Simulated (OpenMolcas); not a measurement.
A calculation on O II.

```yaml
Program: OpenMolcas 26.06
Method: "SS-CASPT2, IPEA 0.25 Eh, imaginary shift 0.1 Eh (closed shells correlated: 1s)"
Basis: ANO-RCC-VQZP [5s4p3d2f1g]
Scalar_Hamiltonian: DKH2, point nucleus
Active_space: 5 electrons in 4 orbitals (2s 2p)
State_averaging: 2S+1 = 4 odd, 1 root; 2S+1 = 2 odd, 8 roots; 2S+1 = 4 even, 3 roots; 2S+1 = 2 even, 9 roots
Spin-orbit_coupling: state interaction with AMFI integrals over the reference wave functions, term energies averaged over their components
```

Problem. Which level of the active space comes out lowest?

Solution. 2s2 2p3 4S* 3/2, with 100 % of that term; it is also the measured ground level.

Problem. How high does 2s2 2p3 2P* 1/2 lie?

Solution. 40560 cm-1 above the lowest level; measured 40470 cm-1 above the ground level, so the calculation is off by 0 %.

Problem. How high does 2s 2p4 2D 3/2 lie?

Solution. 167900 cm-1 above the lowest level; measured 165996 cm-1 above the ground level, so the calculation is off by +1 %.

Problem. How high does 2s 2p4 2P 3/2 lie?

Solution. 218890 cm-1 above the lowest level; measured 212594 cm-1 above the ground level, so the calculation is off by +3 %.

Measured values: NIST Handbook of Basic Atomic Spectroscopic Data.

CASPT2 breaks the degeneracy within a term, and the mean is taken; among the terms shown or strongly mixed into the levels shown the widest spread is 340 cm-1 (2s 2p4 2D). Measured partners are found by configuration, term and J. A level has none where our copy of the source lacks it or the pairing is in doubt (some pairs that miss far off the trend of their configuration count as doubtful), and it then counts in no deviation. Levels of configurations outside the active space are missing.

* marks odd parity.
